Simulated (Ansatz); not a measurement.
Kohn–Sham single points on CH5ClGeSe (`Cl[CH2][GeH2][SeH]`).

```yaml
crystal:
  periodic: [false, false, false]
  atoms:
    - {symbol: Cl, position_ang: [-2.022689, -1.347905, 0.341229]}
    - {symbol: C, position_ang: [-1.250289, 0.214801, 0.001555]}
    - {symbol: Ge, position_ang: [0.647860, 0.179138, 0.519485]}
    - {symbol: Se, position_ang: [1.835870, -1.368647, -0.793576]}
    - {symbol: H, position_ang: [-1.355030, 0.416561, -1.063598]}
    - {symbol: H, position_ang: [-1.784021, 0.982293, 0.562901]}
    - {symbol: H, position_ang: [1.250886, 1.583255, 0.333548]}
    - {symbol: H, position_ang: [0.763446, -0.299590, 1.971582]}
    - {symbol: H, position_ang: [2.002467, -0.406106, -1.890227]}
basis:
  gaussian: {orbitals: def2-TZVPP}
hamiltonian: {xc: {name: wB97X-V}}
output: {orbitals: {seedname: orbitals}}
```

```sh
$ ansatz run in.yaml --threads 4 --pin off --events-out ev --progress --plain --max-ram 10444MiB
```

Shortened log:

```
Functional definition: wB97X-V
1583 factors; their error is unknown
304 factors; integrals over basis functions are off by at most 1.8e-5 eV
mean field evaluation 1: about -135495.3023 eV, gradient 2.8e1 eV
mean field evaluation 2: about -135496.0753 eV, gradient 2.4e1 eV
mean field evaluation 4: about -135496.8199 eV, gradient 8.9e-1 eV
mean field evaluation 8: about -135496.8270 eV, gradient 2.6e-2 eV
mean field evaluation 16: about -135497.2828 eV, gradient 8.5e-5 eV
mean field -135497.28283074 eV, -4979.4333006728 hartree, gradient 2.9e-5 eV, S^2 0.000000; 0 other end points of the search recorded, 0 dependent functions left out
reference -135497.28282877 eV, -4979.4333006001 hartree; 47, 47 occupied and 192, 192 virtual orbitals, 1583 factors
Total energy: -135497.28282877 eV, -4979.4333006001 hartree
```

It took 10 s on 4 threads of an Arm Neoverse V1 on a shared host, with 1.1 GiB of host memory at the peak.

The same input with `hamiltonian: {xc: r2scan, dispersion: d4}` and forces (abridged; 6.5 s):

```
Functional definition: r2SCAN
mean field evaluation 16: about -135508.5278 eV, gradient 3.8e-4 eV
mean field -135508.52782637 eV, -4979.8465466400 hartree, gradient 4.4e-5 eV, S^2 0.000000
Total energy: -135508.58415029 eV, -4979.8486165060 hartree
Atom 0 force    -0.108504    -0.217059     0.048014 eV/Å
Atom 1 force     0.058080     0.217948    -0.054664 eV/Å
Atom 2 force     0.063169     0.036432     0.056529 eV/Å
Atom 3 force     0.020012    -0.012182    -0.016785 eV/Å
Atom 4 force     0.001115     0.002730     0.008450 eV/Å
Atom 5 force     0.007583    -0.000799    -0.004572 eV/Å
Atom 6 force    -0.023359    -0.040400     0.008422 eV/Å
Atom 7 force    -0.009721     0.017566    -0.063416 eV/Å
Atom 8 force    -0.008375    -0.004238     0.018023 eV/Å
Dipole moment:     0.004083     0.493392    -0.058174 e Å
```
